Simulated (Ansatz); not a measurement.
Ansatz (a program for electronic structure) input (PBE0/def2-TZVPD):

Ansatz 0.2 input:
```yaml
crystal:
  periodic: [false, false, false]
  atoms:
    - {symbol: C, position_ang: [-1.47569558, -0.01860771, 0.05623404]}
    - {symbol: C, position_ang: [0.02456209, 0.00030971, -0.00093598]}
    - {symbol: F, position_ang: [0.57561323, -0.14119011, 1.22370738]}
    - {symbol: F, position_ang: [0.51041987, -0.99733921, -0.77039669]}
    - {symbol: F, position_ang: [0.49302681, 1.15844039, -0.51348362]}
    - {symbol: H, position_ang: [-1.80760350, -0.96697818, 0.47425872]}
    - {symbol: H, position_ang: [-1.82185618, 0.79956731, 0.68478517]}
    - {symbol: H, position_ang: [-1.87527863, 0.09799915, -0.94927591]}
basis:
  gaussian:
    orbitals: def2-TZVPD
hamiltonian:
  xc: {name: PBE0}
output: {forces: true}
```

End of the output:

```
integrals: 0.12 GiB planned
1092 factors; their error is unknown
0.36 GiB of the device are held for the grids
1.10 GiB of device memory are held for the factors and their scratch space
mean field: 1.05 GiB planned
mean field evaluation 1: about -10263.6977 eV, gradient 5.3e1 eV
mean field evaluation 2: about -10262.9072 eV, gradient 5.7e1 eV
mean field evaluation 4: about -10268.4222 eV, gradient 1.9e0 eV
mean field evaluation 8: about -10268.4233 eV, gradient 7.6e-2 eV
mean field evaluation 16: about -10268.4344 eV, gradient 1.6e-5 eV
mean field -10268.43438092 eV, -377.3580033040 hartree, gradient 1.6e-5 eV, S^2 0.000000; 0 other end points of the search recorded, 0 dependent functions left out
the calculation of the forces begins
reference -10268.43441999 eV, -377.3580047397 hartree; 21, 21 occupied and 200, 200 virtual orbitals, 1092 factors
Total energy: -10268.43441999 eV, -377.3580047397 hartree
Atom 0 at    -1.475696    -0.018608     0.056234 Å, force     0.199725     0.002511    -0.007549 eV/Å
Atom 1 at     0.024562     0.000310    -0.000936 Å, force     0.221891     0.002790    -0.008389 eV/Å
Atom 2 at     0.575613    -0.141190     1.223707 Å, force    -0.157006     0.045325    -0.390952 eV/Å
Atom 3 at     0.510420    -0.997339    -0.770397 Å, force    -0.136257     0.318084     0.244430 eV/Å
Atom 4 at     0.493027     1.158440    -0.513484 Å, force    -0.130715    -0.368743     0.162579 eV/Å
Atom 5 at    -1.807603    -0.966978     0.474259 Å, force     0.001598    -0.029394     0.012525 eV/Å
Atom 6 at    -1.821856     0.799567     0.684785 Å, force     0.001154     0.025650     0.019085 eV/Å
Atom 7 at    -1.875279     0.097999    -0.949276 Å, force    -0.000391     0.003778    -0.031729 eV/Å
Dipole moment:    -0.491314    -0.006195     0.018723 e Å
```
